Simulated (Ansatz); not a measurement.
The cluster CoO2. Total charge 0; doublet. Geometry r2SCAN-D4/def2-TZVPD, that of the charge -1 singlet.

```xyz
3

Co    0.0000    0.0000    0.0000
O     1.5071   -0.0835   -0.5343
O    -1.5071    0.0835    0.5343
```

At r2SCAN-D4/def2-TZVPD the charge 0 doublet is spin-contaminated (final ⟨S²⟩ up to 1.19, 0.75 for a pure state). The structure comes from a short search, and lower isomers may exist.

Task: Estimate the α-spin orbital energies around the gap (eV) in Ansatz with PBE-D4/def2-TZVPD, r2SCAN-D4/def2-TZVPD.

Result: 
```json
{"orbital": "HOMO−5", "PBE-D4/def2-TZVPD": "-8.78", "r2SCAN-D4/def2-TZVPD": "-8.95"}
{"orbital": "HOMO−4", "PBE-D4/def2-TZVPD": "-8.78", "r2SCAN-D4/def2-TZVPD": "-8.78"}
{"orbital": "HOMO−3", "PBE-D4/def2-TZVPD": "-8.70", "r2SCAN-D4/def2-TZVPD": "-8.78"}
{"orbital": "HOMO−2", "PBE-D4/def2-TZVPD": "-7.41", "r2SCAN-D4/def2-TZVPD": "-8.49"}
{"orbital": "HOMO−1", "PBE-D4/def2-TZVPD": "-7.41", "r2SCAN-D4/def2-TZVPD": "-8.49"}
{"orbital": "HOMO", "PBE-D4/def2-TZVPD": "-7.16", "r2SCAN-D4/def2-TZVPD": "-7.69"}
{"orbital": "LUMO", "PBE-D4/def2-TZVPD": "-6.06", "r2SCAN-D4/def2-TZVPD": "-6.05"}
{"orbital": "LUMO+1", "PBE-D4/def2-TZVPD": "-6.06", "r2SCAN-D4/def2-TZVPD": "-6.05"}
{"orbital": "LUMO+2", "PBE-D4/def2-TZVPD": "-0.77", "r2SCAN-D4/def2-TZVPD": "-0.37"}
{"orbital": "LUMO+3", "PBE-D4/def2-TZVPD": "-0.22", "r2SCAN-D4/def2-TZVPD": "0.22"}
{"orbital": "LUMO+4", "PBE-D4/def2-TZVPD": "-0.22", "r2SCAN-D4/def2-TZVPD": "0.22"}
{"orbital": "LUMO+5", "PBE-D4/def2-TZVPD": "0.70", "r2SCAN-D4/def2-TZVPD": "1.32"}
{"orbital": "β HOMO", "PBE-D4/def2-TZVPD": "-6.94", "r2SCAN-D4/def2-TZVPD": "-7.64"}
{"orbital": "β LUMO", "PBE-D4/def2-TZVPD": "-6.13", "r2SCAN-D4/def2-TZVPD": "-6.01"}
```
